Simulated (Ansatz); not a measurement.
Input file:

```yaml
crystal:
  periodic: [false, false, false]
  atoms:
    - { symbol: "N", position_ang: [-1.4197, -0.8178, 0.9047] }
    - { symbol: B, position_ang: [-0.0772, -0.9822, 0.3161] }
    - { symbol: Si, position_ang: [0.5353, -2.7811, -0.0047] }
    - { symbol: B, position_ang: [1.0212, 0.3138, 0.0179] }
    - { symbol: Si, position_ang: [0.3931, 2.1349, 0.2945] }
    - { symbol: P, position_ang: [-0.919, 2.8291, -1.3369] }
    - { symbol: H, position_ang: [-1.3406, -0.227, 1.7831] }
    - { symbol: H, position_ang: [-1.9675, -0.1651, 0.2146] }
    - { symbol: H, position_ang: [0.9041, -2.9275, -1.3718] }
    - { symbol: H, position_ang: [-0.4755, -3.7446, 0.4074] }
    - { symbol: H, position_ang: [1.7593, -3.0172, 0.8448] }
    - { symbol: H, position_ang: [2.0882, 0.0968, -0.2625] }
    - { symbol: H, position_ang: [1.5358, 3.0265, 0.322] }
    - { symbol: H, position_ang: [-0.3396, 2.2636, 1.6152] }
    - { symbol: H, position_ang: [-0.0101, 2.3387, -2.3667] }
    - { symbol: H, position_ang: [-1.7107, 1.6365, -1.3333] }
basis:
  gaussian: { orbitals: "6-31G" }
hamiltonian:
  xc: pbe
  dispersion: d4
relax:
  f_tol: 0.02
  max_steps: 50
```

Command:

```bash
$ ansatz run input.yaml --threads 2 --pin off --max-ram 3072MiB --backend cpu --events-out ev --progress --plain --runs-dir out
```

Hardware: 2 threads of Intel(R) Xeon(R) Platinum 8488C (Sapphire Rapids) (shared host).

Problem. Roughly how long does this run take, and how much memory?

Solution. 2.2 min, with a peak of 0.18 GiB, for 43 ionic steps.
